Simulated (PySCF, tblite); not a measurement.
Isomers of C7H9OP. Level: GFN2-xTB in tblite, geometry and Hessian alike; calculated harmonic values, unscaled, isolated species. This tight-binding method is rough: wavenumbers can miss measured ones by several per cent, in bad cases by 10 to 20. One conformer each.

Electronic energies: PBE0/pcSseg-1 single points on the GFN2-xTB geometries (PySCF, gas phase).

| SMILES | electronic energy, lowest = 0 (kcal/mol) |
| --- | --- |
| C#C[P@@](=O)(C=C)C1CC1 | 44.7 |
| C=CC1=C[P@](C)(=O)C=C1 | 0.0 |
| Cc1occ(C2CC2)p1 | 6.2 |
| C#C[P@@](=O)(C=C)/C=C/C | 41.2 |
| C=C[P@]1(=O)C=CC(C)=C1 | 3.7 |

Problem. How do GFN2-xTB zero-point energies change the relative energies?

Solution. 
| SMILES | ZPE (kcal/mol) | of it from modes above 1550 cm⁻¹ | electronic (kcal/mol) | with ZPE, lowest = 0 (kcal/mol) | lowest mode (cm⁻¹) | rings |
| --- | --- | --- | --- | --- | --- | --- |
| C=CC1=C[P@](C)(=O)C=C1 | 85.9 | 46.5 | 0.0 | 0.0 | 42 | 1 |
| C=C[P@]1(=O)C=CC(C)=C1 | 86.3 | 46.5 | 3.7 | 4.0 | 65 | 1 |
| Cc1occ(C2CC2)p1 | 88.8 | 41.6 | 6.2 | 9.0 | 53 | 2 |
| C#C[P@@](=O)(C=C)/C=C/C | 84.3 | 47.7 | 41.2 | 39.6 | 47 | 0 |
| C#C[P@@](=O)(C=C)C1CC1 | 85.3 | 45.6 | 44.7 | 44.0 | 31 | 1 |

The zero-point energies span 4.5 kcal/mol, from `C#C[P@@](=O)(C=C)/C=C/C` to `Cc1occ(C2CC2)p1`. The order is unchanged.

Problem. And how do the electronic energies of GFN2-xTB itself compare?

Solution. `C=CC1=C[P@](C)(=O)C=C1` 0.0; `C=C[P@]1(=O)C=CC(C)=C1` 1.9; `Cc1occ(C2CC2)p1` 3.9; `C#C[P@@](=O)(C=C)/C=C/C` 40.5; `C#C[P@@](=O)(C=C)C1CC1` 37.1 kcal/mol, lowest = 0. Against the energies above, taken from the same isomer `C=CC1=C[P@](C)(=O)C=C1`, the largest difference is 7.6 kcal/mol.

Problem. What do entropy and thermal enthalpy add at 298.15 K and 1 bar (rigid rotor, harmonic oscillator, one conformer each)?

Solution. 
| SMILES | point group | symmetry number | S (cal/(mol K)) | H − H(0) (kcal/mol) | ZPE + H − H(0) − TS (kcal/mol) |
| --- | --- | --- | --- | --- | --- |
| C=CC1=C[P@](C)(=O)C=C1 | C1 | 1 | 97.4 | 6.81 | 63.7 |
| C=C[P@]1(=O)C=CC(C)=C1 | C1 | 1 | 97.4 | 6.84 | 64.1 |
| C#C[P@@](=O)(C=C)/C=C/C | C1 | 1 | 106.8 | 7.96 | 60.4 |
| C#C[P@@](=O)(C=C)C1CC1 | C1 | 1 | 103.5 | 7.42 | 61.9 |

Not tabulated: `Cc1occ(C2CC2)p1` (point group not settled).
